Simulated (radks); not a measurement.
Q: Neutral scandium, 21 electrons, occupied as [Ar] 3d1 4p2 (not the ground configuration). Method: scalar-relativistic Kohn-Sham, PBE, spin-unpolarised, spherical densities, finite nucleus; Fermi nuclear charge, rms radius 3.5459 fm; computed with a radial shooting solver on a logarithmic mesh with Libxc functionals. Some entries of the table are withheld. Estimate them.

orbital  occ.  eigenvalue (hartree)  <r> (bohr)  <r^2> (bohr^2)
1s          2             -161.6894     0.07304        0.007176
2s          2             -17.52167         (1)             (2)
2p          6             -14.35882      0.3077          0.1169
3s          2              -2.11398       1.074           1.331
3p          6              -1.32644       1.166           1.601
3d          1              -0.19863       1.731           4.009
4p          2              -0.09215       4.672           25.20

A: 
(1) 2s <r> (bohr): 0.3435
(2) 2s <r^2> (bohr^2): 0.1396
